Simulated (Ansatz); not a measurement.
```yaml
crystal:
  periodic: [false, false, false]
  atoms:
    - {symbol: N, position_ang: [1.864461, -0.851544, 2.087727]}
    - {symbol: C, position_ang: [1.175065, -0.649544, 1.189437]}
    - {symbol: Ge, position_ang: [0.049540, -0.361409, -0.319901]}
    - {symbol: C, position_ang: [0.544614, 1.304907, -1.098508]}
    - {symbol: N, position_ang: [0.848646, 2.296119, -1.596563]}
    - {symbol: C, position_ang: [-1.736724, -0.189607, 0.318616]}
    - {symbol: N, position_ang: [-2.823866, -0.110043, 0.685745]}
    - {symbol: H, position_ang: [0.170462, -1.495979, -1.322252]}
basis:
  gaussian: {orbitals: def2-mTZVPP}
magnetization: {spin_polarized: true, initial_magnetization: 4}
hamiltonian: {xc: {name: PBE0}}
output: {forces: true}
```

```sh
$ ansatz run in.yaml --threads 4 --pin off --events-out ev --progress --plain --max-ram 10444MiB
```

It prints (some lines left out):

```
Functional definition: PBE0
1461 factors; their error is unknown
mean field evaluation 1: about -64069.2799 eV, gradient 5.8e1 eV
mean field evaluation 2: about -63962.0702 eV, gradient 1.5e2 eV
mean field evaluation 4: about -64053.6300 eV, gradient 6.1e1 eV
mean field evaluation 8: about -64085.8856 eV, gradient 8.7e0 eV
mean field evaluation 16: about -64086.6988 eV, gradient 6.9e-1 eV
mean field evaluation 32: about -64087.5507 eV, gradient 4.5e-3 eV
mean field -64087.55069430 eV, -2355.1740479133 hartree, gradient 6.5e-6 eV, S^2 6.011734; 6 other end points of the search recorded, 0 dependent functions left out
reference -64087.55072315 eV, -2355.1740489738 hartree; 38, 34 occupied and 132, 136 virtual orbitals, 1461 factors
Total energy: -64087.55072315 eV, -2355.1740489738 hartree
Atom 0 at     1.864461    -0.851544     2.087727 Å, force     0.154419    -0.117595     0.439755 eV/Å
Atom 1 at     1.175065    -0.649544     1.189437 Å, force     0.405002     0.196659    -0.259225 eV/Å
Atom 2 at     0.049540    -0.361409    -0.319901 Å, force    -0.389111     0.741062    -0.420787 eV/Å
Atom 3 at     0.544614     1.304907    -1.098508 Å, force    -3.438135   -12.503725     6.655933 eV/Å
Atom 4 at     0.848646     2.296119    -1.596563 Å, force     3.632315    12.296135    -6.240085 eV/Å
Atom 5 at    -1.736724    -0.189607     0.318616 Å, force    13.195164    -1.427760    -4.878687 eV/Å
Atom 6 at    -2.823866    -0.110043     0.685745 Å, force   -13.367654     1.147604     4.642421 eV/Å
Atom 7 at     0.170462    -1.495979    -1.322252 Å, force    -0.192000    -0.332379     0.060675 eV/Å
Dipole moment:    -0.202605    -0.222800    -0.527988 e Å
```

(1) Something in this input is off. What?

Results:

(1) The spin is set far too high for this molecule. The calculation finished and met its thresholds. The result belongs to that input, not to the molecule as meant.
